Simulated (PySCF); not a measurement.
NaAs⁺: one state, many levels of theory

State: ⁴Σ⁻ (quartet), unpaired electrons σ ↑, π ↑↑. Set-up: basis Na def2-SVP, As def2-SVP; no relativity; PySCF 2.14. De refers to Na⁺ + As in their high-spin ground configurations, without counterpoise correction. The functionals are run spin-unrestricted. A positive dipole points towards As; it is taken about the centre of mass and depends on that origin.

| Level | Re (Å) | ωe (cm⁻¹) | De (eV) | μ (D) |
| --- | --- | --- | --- | --- |
| UHF | 3.295 | 93.1 | 0.209 | -10.41 |
| UHF-MP2 | 3.264 | 99.1 | 0.234 | n/a |
| UHF-SCS-MP2 | 3.271 | 97.8 | 0.227 | n/a |
| UHF-CCSD | 3.265 | 99.1 | 0.235 | n/a |
| UHF-CCSD(T) | 3.261 | 99.8 | 0.239 | n/a |
| PBE | 3.199 | 104 | 0.317 | -9.61 |
| revPBE | 3.249 | 99.7 | 0.295 | -9.83 |
| BLYP | 3.212 | 104 | 0.334 | -9.55 |
| r²SCAN | 3.217 | 101 | 0.257 | -9.95 |
| PBE0 | 3.200 | 103 | 0.275 | -9.80 |
| HSE06 | 3.203 | 103 | 0.279 | -9.80 |
| M06-2X | 3.143 | 111 | 0.291 | -9.56 |

(1) Which functional lies closest to UHF-CCSD(T) in De, which farthest, and by how much do they differ from it?

(2) What does the step from GGA to meta-GGA do here, going from PBE to r²SCAN?

(3) What does second-order correlation do here, going from UHF to UHF-MP2?

Correlated steps freeze 10 core orbitals. The bond is weak. Basis-set superposition, not corrected here, can be much of De in a small basis, most of all at correlated wavefunction levels. Spin–orbit coupling is left out. For an ion De counts to the pair picked by the measured ionisation energies or electron affinities, which need not be the lowest pair at this level. The state is the lowest determinant that a PBE0 search found; another state may lie lower at other levels.

The whole job (state search and all levels along the bond) took about 3 min on 1 thread of Arm Neoverse N1 (shared host), peak memory 0.57 GiB.

Results:

(1) Closest is r²SCAN (-4.4 pm in Re, +1.2 % in ωe, +0.02 eV in De against UHF-CCSD(T) in the same basis), farthest BLYP (-4.9 pm in Re, +4.2 % in ωe, +0.10 eV in De). CCSD(T) converges more slowly with the basis than the functionals do and binds too weakly in this one, so the order can change at the basis-set limit.

(2) r²SCAN less PBE: +1.8 pm in Re, -2.9 % in ωe, -0.06 eV in De. 

(3) UHF-MP2 less UHF: -3.1 pm in Re, +6.4 % in ωe, +0.03 eV in De. Correlation nearly always deepens the well. The bond shortens, as in weak, metallic or heavy-atom bonds, where dispersion and the correlation of outer-core electrons pull the atoms together.
